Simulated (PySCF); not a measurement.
Ir2N2: from a saddle point downhill

PySCF 2.14.0, UKS PBE0, Ir def2-SVP with ECP60, N def2-SVP; non-relativistic Hamiltonian with scalar-relativistic core potentials where named; density fitting; no spin-orbit coupling. Relaxed within the symmetry of its start, the geometry (D2h) is

```xyz
4

Ir    0.0000    0.0000    1.4064
Ir    0.0000    0.0000   -1.4064
N     1.1516    0.0000    0.0000
N    -1.1516    0.0000    0.0000
```

and its lowest harmonic modes are -207, 244, 290, 577, 741, 848 cm⁻¹ (negative: unstable). It was moved along the lowest mode and relaxed again, within the group C2v that the move left.

(1) Where does it end, and how much lower?

(2) How do the contacts change?

No frequency check is given for the end.

Open shells may have lower solutions than the one found.

State: triplet.

Answers

(1) In nearly D2h, 0.000 eV lower, after 6 steps:
```xyz
4

Ir   -0.1047    0.0000    1.4072
Ir   -0.1047    0.0000   -1.4072
N     1.0245    0.0000    0.0000
N    -1.2788    0.0000    0.0000
```

(2) 
```tsv
contact	saddle (Å)	end (Å)
Ir1–N3 (N)	1.818	1.804
Ir1–N4 (N)	1.818	1.833
```
